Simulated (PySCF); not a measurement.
Shieldings and the share of exact exchange

Molecule: `C=CC#CC[SiH3]`, C5H8Si.

Molfile (atoms numbered from 1):
```
C5H8Si
     RDKit          3D

 14 13  0  0  0  0  0  0  0  0999 V2000
    3.1021    0.9237   -0.2478 C   0  0  0  0  0  0  0  0  0  0  0  0
    2.2886    0.6973    0.7949 C   0  0  0  0  0  0  0  0  0  0  0  0
    1.0472    0.0073    0.7257 C   0  0  0  0  0  0  0  0  0  0  0  0
   -0.0148   -0.5874    0.6980 C   0  0  0  0  0  0  0  0  0  0  0  0
   -1.3074   -1.2356    0.6316 C   0  0  0  0  0  0  0  0  0  0  0  0
   -2.6556   -0.0310    0.0391 Si  0  0  0  0  0  4  0  0  0  0  0  0
    2.8505    0.5770   -1.2533 H   0  0  0  0  0  0  0  0  0  0  0  0
    4.0421    1.4639   -0.1152 H   0  0  0  0  0  0  0  0  0  0  0  0
    2.5788    1.0636    1.7876 H   0  0  0  0  0  0  0  0  0  0  0  0
   -1.6042   -1.6305    1.6187 H   0  0  0  0  0  0  0  0  0  0  0  0
   -1.2835   -2.0941   -0.0621 H   0  0  0  0  0  0  0  0  0  0  0  0
   -3.9663   -0.7496   -0.0153 H   0  0  0  0  0  0  0  0  0  0  0  0
   -2.3135    0.4757   -1.3217 H   0  0  0  0  0  0  0  0  0  0  0  0
   -2.7603    1.1147    0.9891 H   0  0  0  0  0  0  0  0  0  0  0  0
  1  2  2  0
  2  3  1  0
  3  4  3  0
  4  5  1  0
  5  6  1  0
  1  7  1  0
  1  8  1  0
  2  9  1  0
  5 10  1  0
  5 11  1  0
  6 12  1  0
  6 13  1  0
  6 14  1  0
M  END
```

GIAO shieldings (ppm, equivalent atoms averaged) in PySCF on the PBE0-D3(BJ)/def2-SVP geometry, basis pcSseg-1, gas phase, non-relativistic:

```tsv
functional	exact exchange (%)	σ(C4)	σ(C3)	σ(C5)	σ(Si6)
BLYP	0	80.1	89.6	172.4	392.2
BP86	0	83.4	93.1	177.1	400.4
PBE	0	83.5	93.2	177.4	402.1
B3LYP	20	83.0	94.9	177.8	403.1
mPW1PW91	25	86.4	98.9	182.6	412.8
BHandHLYP	50	87.0	101.9	184.4	419.5
HF	100	93.8	113.3	193.7	448.9
```

Task: Fit each shielding as a line in the percentage of exact exchange.

Result: σ(C4) = 82.2 + 0.11 x (rms 1.3 ppm); σ(C3) = 91.9 + 0.21 x (rms 1.4 ppm); σ(C5) = 175.7 + 0.18 x (rms 1.8 ppm); σ(Si6) = 397.4 + 0.50 x (rms 3.7 ppm). The functionals also differ in their semilocal parts, which the line can't hold; Hartree–Fock has no correlation at all.

Task: What does the line predict for PBE0 (25 %), and what does the run give?

Result: σ(C4): 85.0 predicted, 87.0 computed; σ(C3): 97.2 predicted, 99.5 computed; σ(C5): 180.2 predicted, 183.5 computed; σ(Si6): 409.9 predicted, 415.2 computed ppm.
